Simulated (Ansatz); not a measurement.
C$_{5}$H$_{8}$NO, doublet, geometry from GFN2-xTB. Base run: BLYP/6-31G in Ansatz (a first-principles code).

The Ansatz input:
Ansatz 0.2 input:
```yaml
crystal:
  periodic: [false, false, false]
  atoms:
    - {symbol: C, position_ang: [2.07786576, 0.09655620, 0.02232422]}
    - {symbol: N, position_ang: [0.65017820, 0.18724899, -0.09220679]}
    - {symbol: C, position_ang: [0.01611369, 1.26893418, -0.80087986]}
    - {symbol: C, position_ang: [-1.42594367, 0.96933390, -0.66945729]}
    - {symbol: C, position_ang: [-1.62155741, -0.26843344, 0.10453870]}
    - {symbol: C, position_ang: [-0.20382389, -0.71365536, 0.44260994]}
    - {symbol: O, position_ang: [0.11982912, -1.69409942, 1.07488749]}
    - {symbol: H, position_ang: [2.30540402, -0.79964624, 0.59753648]}
    - {symbol: H, position_ang: [2.54127803, 0.02196901, -0.96502478]}
    - {symbol: H, position_ang: [2.48098517, 0.97179208, 0.53868566]}
    - {symbol: H, position_ang: [0.35445620, 1.29946913, -1.85219062]}
    - {symbol: H, position_ang: [0.29459011, 2.24256907, -0.35912388]}
    - {symbol: H, position_ang: [-2.20461065, 1.57575881, -1.08372882]}
    - {symbol: H, position_ang: [-2.13930865, -1.06016977, -0.45169368]}
    - {symbol: H, position_ang: [-2.19860136, -0.12610254, 1.02707294]}
basis:
  gaussian:
    orbitals: 6-31G
hamiltonian:
  xc: blyp
magnetization: {spin_polarized: true, initial_magnetization: 1}
```

Variants of this job, named by their change:

```csv
change,ΔE vs base (kcal/mol)
base,0.000
"final_grid = 10, 20, 41",0.000
"final_grid = 4, 8, 17",0.365
"final_grid = 14, 28, 59",0.001
forces = on,0.000
"point_charge = charge:-1.0 position_ang:3.8794, -1.1087, -4.2907",-4.02
"final_grid = 6, 12, 29",0.008
nuclear_model = gaussian,0.022
fitting.mean_field = def2-universal-JKFIT,-0.074
accuracy = high,0.011
lower_state_search = light,0.000
```
